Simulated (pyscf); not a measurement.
Hydrogen shift: `[CH3][O-]` → `[CH2-][OH]`

Gas phase, singlet surface, charge -1. Bonds broken: C1–H3. Bonds formed: O2–H3. PySCF, gas phase, ωB97X-D3(BJ)/def2-SVPD geometries. Correlated levels are frozen-core, on RHF or UHF. ΔMP2 is the change of the MP2 total energy from the triple- to the quadruple-zeta basis.

Transition state (Å):

```xyz
5

C      0.2021     0.1586    -0.1986
O      1.2124     1.3193    -0.1663
H      1.2471     0.3170     0.4583
H     -0.8039     0.5228     0.0937
H      0.1432    -0.2650    -1.2220
```

One imaginary mode, 1738i cm⁻¹; descent along it reached the two sides named.

```
bond   change  reactant side (Å)  saddle  product side
-----  ------  -----------------  ------  ------------
C1–H3  breaks              1.139   1.244         1.957
O2–H3   forms              2.100   1.182         0.954
```

Electronic energies relative to the reactant's lowest minimum found (kcal/mol):

| level | barrier | reaction energy | reverse barrier |
|---|---|---|---|
| ωB97X-D3(BJ)/def2-TZVPD | 59.9 | +34.4 | 25.5 |
| PBE/def2-TZVPD | 55.6 | +36.2 | 19.4 |
| r²SCAN/def2-TZVPD | 58.1 | +36.4 | 21.8 |
| B3LYP-D3(BJ)/def2-TZVPD | 59.7 | +35.4 | 24.3 |
| PBE0-D3(BJ)/def2-TZVPD | 59.0 | +35.7 | 23.3 |
| M06-2X/def2-TZVPD | 58.5 | +33.3 | 25.2 |
| ωB97M-D3(BJ)/def2-TZVPD | 58.5 | +32.9 | 25.6 |
| HF/def2-TZVPD | 70.6 | +34.0 | 36.6 |
| MP2/def2-QZVPPD | 56.3 | +33.4 | 22.9 |
| CCSD/def2-TZVPPD | 60.0 | +32.2 | 27.8 |
| CCSD(T)/def2-TZVPPD | 57.9 | +32.3 | 25.6 |
| CCSD(T)/def2-TZVPPD + ΔMP2(QZVPPD) | 57.6 | +31.8 | 25.8 |

With CCSD(T)/def2-TZVPPD + ΔMP2(QZVPPD) energies and thermal terms (ideal gas, 1 atm, RRHO with modes under 100 cm⁻¹ raised to 100, one conformer, R ln 2 for chiral ones without a mode under 150 cm⁻¹), in kcal/mol:

| T (K) | ΔH‡ | ΔG‡ | ΔH | ΔG |
|---|---|---|---|---|
| 298 | 54.9 | 54.1 | +32.2 | +31.1 |
| 600 | 55.1 | 53.2 | +32.8 | +29.7 |
| 900 | 55.0 | 52.2 | +33.1 | +28.1 |
| 1200 | 54.7 | 51.3 | +33.1 | +26.5 |

This is the saddle that the search found; another between the same sides may lie lower. The CCSD(T) − MP2 part came from Ansatz, without density fitting, on the same reference.
